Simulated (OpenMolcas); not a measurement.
Ir4+: ligand-field states by method

Ir4+ with 6 ligands (oxide) in trigonal antiprismatic coordination (D3d) at 2 Å, a polar angle of 58.6° against the regular 54.74°. A charge of +1.33 e stands 2.6 Å behind each ligand. Ligand basis ANO-RCC-VDZP.
```
Ir    0.0000    0.0000    0.0000
O     0.0000    1.7065    1.0430
O    -1.4779   -0.8533    1.0430
O     1.4779   -0.8533    1.0430
O     0.0000   -1.7065   -1.0430
O     1.4779    0.8533   -1.0430
O    -1.4779    0.8533   -1.0430
```

```json
{
 "Program": "OpenMolcas 26.06",
 "Basis": "ANO-RCC-VTZP [8s7p5d3f1g]",
 "Scalar Hamiltonian": "DKH2, point nucleus",
 "Active space": "5 electrons in 5 orbitals (5d)",
 "State averaging": "2S+1 = 6 even, 1 root; 2S+1 = 4 even, 24 roots; 2S+1 = 2 even, 75 roots",
 "Spin-orbit coupling": "state interaction with AMFI integrals over the reference wave functions"
}
```

I. CASSCF
II. SS-CASPT2, IPEA 0.25 Eh, imaginary shift 0.1 Eh (closed shells correlated: 5s 5p and the ligand valence shells)

Spin-free states (labels of D3, the rotations of D3d) in cm-1, each column counted from its own energy of the first state listed:

```tsv
State	Degeneracy	I	II
2S+1 = 2	1	0	0
2E	2	193	230
4E	2	11540	13720
2S+1 = 4	1	11796	13460
2S+1 = 6	1	15152	25900
4E	2	16394	16410
2S+1 = 4	1	17117	16790
2E	2	20494	18540
2S+1 = 2	1	20833	18310
2S+1 = 2	1	21816	19250
2S+1 = 2	1	23210	20960
2E	2	23374	21090
2E	2	25225	22110
2S+1 = 2	1	28536	23760
2E	2	29274	24000
2E	2	29599	24530
2S+1 = 2	1	30289	24580
2S+1 = 2	1	33383	26120
2S+1 = 4	1	33933	35550
4E	2	34644	35470
```

From I to II, I's first state of another spin (4E) moves from 11540 to 13720 cm-1, by about +2200 cm-1. In II another state of that kind comes below it.

χT at 300 K: I 0.45, II 0.44 cm3 K/mol.

The states above are spin-free; spin-orbit coupling is strong here and shifts and splits them by thousands of cm-1.

Roots that are degenerate in the reference are averaged as groups; the widest CASPT2 spread within a group is 280 cm-1 (the 2-fold group of multiplicity 2 near 58300 cm-1 above the lowest state of its run, II). Shifts and gaps below about the spread of the groups concerned are not significant. Over all roots computed the reference weight is 0.59 to 0.62 in II; a low but even weight reflects the number of correlated electrons. The least metal-like active orbital is 66 % on the metal (Löwdin) and no ligand orbital is active, so the numbers are rough, and ground spin, moment and any spin crossover can be artefacts of this space; highly charged d ions in such sites are as a rule low spin. The oxide ions are held by bare point charges, a crude embedding. Ligand-to-metal charge-transfer states are missing. With no ligand orbital active B as a rule stays too high, so bands that hang on it stand too high and its fall with covalency is understated. Spin-orbit coupling mixes the spin-free states strongly: the lowest level takes only 50 % from its leading state, 2E, which lies 193 cm-1 above the lowest spin-free state (figures for I; the like holds for II). Without dynamic correlation the repulsion within the d shell is too large (B by tens of per cent), so at a given field states of lower spin stand too high (holds for I). With metal d orbitals alone the field can be off either way by tens of per cent (holds for I). With one d shell and no ligand orbital active, 10Dq can be off by a tenth or more (holds for II). No measured value stands beside these numbers; the geometry was imposed, not optimised, and the real ion may take another.
